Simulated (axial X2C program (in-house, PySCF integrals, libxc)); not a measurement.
# What spin–orbit coupling does to WS⁺

Computed with an axial X2C code built on PySCF integrals. Spin-free means the one-electron spin-free X2C Hamiltonian; two-component (2c) means X2C with spin–orbit coupling and atomic mean-field two-electron Coulomb and Gaunt terms, so the difference of the two also holds small scalar two-electron terms. Basis: W dyall-cv3z [13s14p9d7f4g], S dyall-av3z [9s8p3d2f] (cores contracted in-house); Gaussian nuclei, density fitting, unrestricted open shells. Masses: W 183.951 u, S 31.972 u.

Spin-free state: M_S = 3/2, Λ = 0 (beyond evenly filled blocks: σα, δ+α, δ-α); fragments W+ + S.

```json
{"level": "HF", "Re (Å)": "2.174", "ωe (cm⁻¹)": "365.3", "De (eV)": "2.191", "μ (D)": "-1.84"}
{"level": "r2SCAN0", "Re (Å)": "2.044", "ωe (cm⁻¹)": "578.3", "De (eV)": "5.056", "μ (D)": "-1.98"}
```

Dipoles are positive if S is the positive end and refer to the centre of mass.

Two-component determinant lowest at the distance of the search:

Ω = 3/2 (⟨Sz⟩ = 1.49, ⟨Lz⟩ = 0.01 at HF); fragments W+ + S.

```
  level  Re (Å)  ωe (cm⁻¹)  μ (D)
     HF   2.173      365.9  -1.86
r2SCAN0   2.044      576.0  -1.97
```

**Question.** From the two tables, how do the constants change at the HF level (2c against spin-free)?

**Answer.** At the HF level Re drops by 0.001 Å and ωe goes up by 0.6 cm⁻¹.

Occupations by symmetry block were frozen at the best pattern of an incomplete PBE0 search. Dissociation energies refer to the lowest single-determinant-based atoms at the same level and basis. De is not given where an atomic determinant may have missed its ground term or J level, or where the truncated virtual space spoils (T). Density functionals use the spin component along the axis (collinear). The functionals have no current-density term, which raises determinants with orbital currents, atoms included. With several unpaired electrons one determinant need not be a pure state. This is the top spin component of a Σ state; components of lower Ω are not single determinants and can lie lower. The determinant is spin-polarised beyond a pure state at some levels (its spin-free form has ⟨S²⟩ too high), which makes Re and μ there less reliable.
